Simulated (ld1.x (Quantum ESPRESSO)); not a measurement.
## What the settings do to the TM potential of nickel

Base potential:

ld1.x (Quantum ESPRESSO) 7.5 input, shortened:

```
&input
   title='Ni', zed=28., rel=1, dft='WC', iswitch=3,
   config='[Ar] 3d8 4s2 4p0'
 /
 &inputp
   pseudotype=2, tm=.true., lloc=-1, rcloc=0.90,
   nlcc=.true., new_core_ps=.true., rcore=0.35
 /
3
4S  1  0   2.00   0.00  2.45  2.45  0.0
3P  2  1   6.00   0.00  0.70  0.70  0.0
3D  3  2   8.00   0.00  1.50  1.50  0.0
 &test
   configts(1)='3p6 3d8 4s2 4p0'
 /
```

Cutoffs, loose and tight: the cutoffs (Ry, on a coarse ladder) from which the occupation-weighted sum of valence levels, in a spherical-Bessel basis at the reference potential, stays within 10 and 1 mRy of its value at 400 Ry. They do not see the model core or the augmentation charge, which bear on the density cutoff. Test errors are all-electron minus pseudo excitation energies from the reference, over the configurations 3p6 3d8 4s1 4p0; 3p6 3d8 4s0 4p0; 3p6 3d7 4s0 4p0; 3p6 3d8 4s0 4p1; 3p6 3d9 4s0 4p0; 3p6 3d8 4s1 4p1; 3p6 3d7 4s2 4p1. A dash means not determined; rows that change the core or the reference have their own tests.

A true bound ghost makes a file unfit for plane-wave use even where its test errors are small: the radial tests pick states by their node count and pass the ghost by.

Cutoffs are not given where the Bessel-basis levels miss the radial ones by over 6 mRy, ghosts where they miss by over 20 mRy; a channel whose overlap is not positive is not tested.

```csv
change,outcome,"cutoff, loose","cutoff, tight",bound ghosts,largest test error (meV)
base,generated,180 Ry,over 300 Ry,s,-48
wave 3p (bound): rc 0.70 bohr becomes 3p (bound): rc 0.48 bohr,generated,–,–,s,-48
wave 3p (bound): rc 0.70 bohr becomes 3p (bound): rc 0.58 bohr,generated,over 300 Ry,over 300 Ry,s,-48
wave 3p (bound): rc 0.70 bohr becomes 3p (bound): rc 0.72 bohr,generated,180 Ry,over 300 Ry,s,-48
wave 3p (bound): rc 0.70 bohr becomes 3p (bound): rc 0.82 bohr,generated,160 Ry,300 Ry,s,-48
wave 3p (bound): rc 0.70 bohr becomes 3p (bound): rc 1.04 bohr,generated,120 Ry,200 Ry,s,-48
```

(1) What comes out with this change to the base: wave 3p (bound): rc 0.70 bohr becomes 3p (bound): rc 0.94 bohr?

Results:

(1) outcome: generated; cutoff, loose: 140 Ry; cutoff, tight: 200 Ry; bound ghosts: s; largest test error (meV): -48.

Reading the sweep of the p radius (base included, trends over the rows without a ghost): Bound ghosts are found at 0.48, 0.58, 0.7, 0.72, 0.82, 0.94, 1.04 bohr. Every judged row has one, so this setting neither creates nor removes them.
